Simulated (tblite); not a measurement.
C7H18P2.
Atom-mapped SMILES: `[CH3:1][P:2]([CH2:3][CH2:4][PH2:5])[C:6]([CH3:7])([CH3:8])[CH3:9]` (hydrogens: H10, H11, H12 on C1; H13, H14 on C3; H15, H16 on C4; H17, H18 on P5; H19, H20, H21 on C7; H22, H23, H24 on C8; H25, H26, H27 on C9)

Cartesian coordinates in Å at the GFN2-xTB level; atoms count from 1:
```xyz
27
C7H18P2 angstrom
C      0.4480   -1.9600   -0.3016
P      0.3420   -0.3266    0.5427
C      1.3745    0.6640   -0.6395
C      2.8222    0.2509   -0.3904
P      2.9259   -0.3700    1.3567
C     -1.4247    0.2304    0.1119
C     -1.8494    0.0113   -1.3361
C     -2.3385   -0.5593    1.0504
C     -1.5180    1.7151    0.4675
H     -0.3171   -2.6257    0.0924
H      1.4241   -2.3867   -0.0692
H      0.3399   -1.8642   -1.3811
H      1.0778    0.5196   -1.6813
H      1.2470    1.7190   -0.3841
H      3.1108   -0.5764   -1.0468
H      3.5236    1.0717   -0.5620
H      4.3238   -0.2361    1.4558
H      2.7161    0.8677    1.9608
H     -2.8559    0.4039   -1.4791
H     -1.1875    0.5297   -2.0268
H     -1.8646   -1.0463   -1.5881
H     -2.0293   -0.4137    2.0848
H     -3.3707   -0.2265    0.9487
H     -2.3027   -1.6243    0.8297
H     -2.5589    2.0357    0.4837
H     -0.9886    2.3286   -0.2587
H     -1.0897    1.8948    1.4537
```

Computed with GFN2-xTB (tblite): harmonic, unscaled wavenumbers at the GFN2-xTB geometry, gas phase. The method is semi-empirical: single wavenumbers can be off by several per cent or more. Modes of hydrogen on phosphorus can be 10 to 20 % off. One conformer, not necessarily the lowest.

Harmonic wavenumbers (cm⁻¹): 30.4, 81.3, 111.3, 132.2, 171.7, 183.1, 202.2, 220.1, 228.8, 252.0, 273.0, 288.5, 308.8, 332.2, 361.3, 389.2, 394.1, 417.7, 599.7, 677.1, 698.8, 734.1, 761.2, 763.7, 849.6, 852.6, 865.2, 882.7, 939.9, 956.8, 962.1, 963.6, 1021.2, 1022.9, 1046.1, 1074.4, 1133.0, 1146.0, 1195.6, 1220.5, 1232.7, 1233.7, 1238.7, 1308.6, 1401.1, 1402.5, 1422.6, 1432.0, 1437.9, 1448.9, 1461.8, 1486.5, 1490.5, 1492.6, 1504.9, 1508.7, 1509.8, 2207.1, 2310.7, 2925.4, 2937.4, 2946.3, 2954.6, 2985.6, 2987.6, 2999.7, 3002.3, 3004.9, 3009.5, 3012.2, 3014.6, 3023.0, 3024.9, 3028.8, 3036.4.

A = 2016, B = 677.6, C = 662.2 MHz; mass 164.088 u (most abundant isotopes); point group C1, symmetry number 1.

Zero-point energy?

Half the sum of the wavenumbers: 50585 cm⁻¹ = 605.13 kJ/mol.

Give the ideal-gas entropy at 298.15 K and 1 bar in the rigid-rotor, harmonic-oscillator model (classical rotation).

Translation 172.47, rotation 126.58, vibration 174.27: S = 473.3 J/(mol K).

And Cp and H(298.15 K) − H(0)?

Cp = 218.69 J/(mol K), of which vibrations give 185.43 (their classical limit is 75 R = 623.6); H(298.15 K) − H(0) = 38.02 kJ/mol without the zero-point energy, 28.11 from vibrations.

Blend soft modes into free rotors: weight 1/[1 + (100 cm⁻¹/ν̃)⁴] for the oscillator and the rest for a rotor with moment μB/(μ + B), μ = h/(8π²ν), B = 10⁻⁴⁴ kg m². What vibrational entropy results?

163.59 J/(mol K) in place of 174.27, which changes −T·S at 298.15 K by +3.19 kJ/mol.

How do the functions run with temperature in this model?

| T (K) | S (J/(mol K)) | Cp (J/(mol K)) | H − H(0) (kJ/mol) | G − H(0) (kJ/mol) | ln q(vib) |
| --- | --- | --- | --- | --- | --- |
| 50 | 255.8 | 58.5 | 2.17 | -10.62 | 0.72 |
| 100 | 308.8 | 99.3 | 6.11 | -24.77 | 2.19 |
| 373.15 | 527.0 | 261.4 | 56.04 | -140.63 | 12.46 |
| 500 | 612.8 | 325.5 | 93.40 | -212.98 | 17.20 |
| 750 | 763.6 | 418.5 | 187.20 | -385.52 | 26.17 |
| 1000 | 893.2 | 481.5 | 300.19 | -593.02 | 34.52 |

q(vib) and H(0) count from the zero-point level.

What must be added to the electronic energy to get the Gibbs energy at 298.15 K and 1 bar?

ZPE + [H(298.15 K) − H(0)] − T·S = 605.13 + 38.02 − 141.12 = 502.03 kJ/mol.

Hindered rotation and anharmonicity are outside this model. Other conformers, if any are populated, would add a mixing term that is left out. The structure is chiral; the term R ln 2 for an equal mix with its mirror image is left out.
